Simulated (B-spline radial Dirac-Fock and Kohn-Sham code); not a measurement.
Level of theory: Dirac-Fock energy differences between relaxed states, corrected for Breit and QED terms; a B-spline atomic structure program. The model has no electron correlation.

Q: Identify the element and charge state from the binding energies below (tabulated ground configuration; the least bound level is included).

```tsv
level	binding energy (eV)
2s	1366.7
2p1/2	1218.8
2p3/2	1198.7
3s	353.0
3p1/2	301.9
3p3/2	298.6
3d	229.0
```

A: Cu⁹⁺: Z = 29 with 20 electrons, [Ar] 3d2.

Q: An atom or ion in its tabulated ground configuration has these computed binding energies (the last is its least bound level). Which is it?

```
level  binding energy (eV)
    K              26931.3
   L1               4247.0
   M2                870.1
   M4                626.1
   N2                264.5
   N3                257.4
 N4,5                193.5
```

A: Cd¹⁰⁺: Z = 48 with 38 electrons, [Kr] 4d2. The hydrogen-like estimate √(E/Ry) = 44.5 for the K level lies 3.5 below Z (screening lowers it, relativity raises it); the outermost level, at 193.5 eV, fixes the charge.

Q: Identify the element and charge state from the binding energies below (tabulated ground configuration; the least bound level is included).

| level | binding energy (eV) |
| --- | --- |
| 1s | 47561.8 |
| 2s | 9734.6 |
| 2p1/2 | 9335.1 |
| 2p3/2 | 8772.4 |
| 3s | 3618.0 |
| 3p3/2 | 3318.9 |
| 3d | 3089.7 |

A: Pm⁴¹⁺: Z = 61 with 20 electrons, [Ar] 3d2. The hydrogen-like estimate √(E/Ry) = 59.1 for the K level lies 1.9 below Z (screening lowers it, relativity raises it); the outermost level, at 3089.7 eV, fixes the charge.
